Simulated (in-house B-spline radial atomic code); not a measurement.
Binding energies in Br5+

NIST's tabulated ground configuration is [Ar] 3d10 4s2; each binding energy is the energy of the ion with one electron taken from that subshell, relaxed, less that of the parent. All numbers are computed (Dirac-Hartree-Fock, average of configuration; Fermi nucleus of rms radius 4.1629 fm) with a B-spline radial code for spherical atoms, not measured. Energies include first-order Breit, QED and recoil terms.

| subshell | X-ray name | binding energy (eV) | -ε (eV) | relaxation (eV) |
| --- | --- | --- | --- | --- |
| 1s | K | 13560.1 | 13638.5 | 48.3 |
| 2s | L1 | 1873.1 | 1898.3 | 22.5 |
| 2p1/2 | L2 | 1682.3 | 1709.8 | 24.9 |
| 2p3/2 | L3 | 1635.6 | 1661.8 | 24.5 |
| 3s | M1 | 343 | 348.1 | 4.8 |
| 3p1/2 | M2 | 275.4 | 280.5 | 4.9 |
| 3p3/2 | M3 | 268.4 | 273.3 | 4.7 |
| 3d3/2 | M4 | 152 | 156.9 | 4.9 |
| 3d5/2 | M5 | 151 | 155.8 | 4.8 |
| 4s | N1 | 85.28 | 85.55 | 0.22 |

Relaxation = -ε minus the binding energy without Breit, QED and recoil terms.

Emission lines follow as differences of binding energies, with λ = 12398.42 eV·Å / E:

| line | holes | energy (eV) | wavelength (Å) |
| --- | --- | --- | --- |
| K-L3 | 1s → 2p3/2 | 11924.5 | 1.0397 |
| K-L2 | 1s → 2p1/2 | 11877.8 | 1.0438 |
| K-M3 | 1s → 3p3/2 | 13291.7 | 0.93279 |
| L3-M5 | 2p3/2 → 3d5/2 | 1484.6 | 8.3514 |
| L2-M4 | 2p1/2 → 3d3/2 | 1530.3 | 8.102 |
| L1-M3 | 2s → 3p3/2 | 1604.7 | 7.7263 |
| L3-M1 | 2p3/2 → 3s | 1292.6 | 9.5918 |

Problem. What screening constant σ does Moseley's law, E = (3/4)·13.6057 eV·(Z - σ)², need for K-L3?

Solution. σ = 0.82.

Problem. What does it cost to remove both a 2p1/2 and a 3d3/2 electron?

Solution. 1872.9 eV, which is 38.63 eV more than the two single binding energies together.

Problem. What does it cost to remove two 4s electrons?

Solution. 187 eV, which is 16.43 eV more than the two single binding energies together.

Problem. What does it cost to remove both a 2p1/2 and a 3p3/2 electron?

Solution. 1991.3 eV, which is 40.59 eV more than the two single binding energies together.
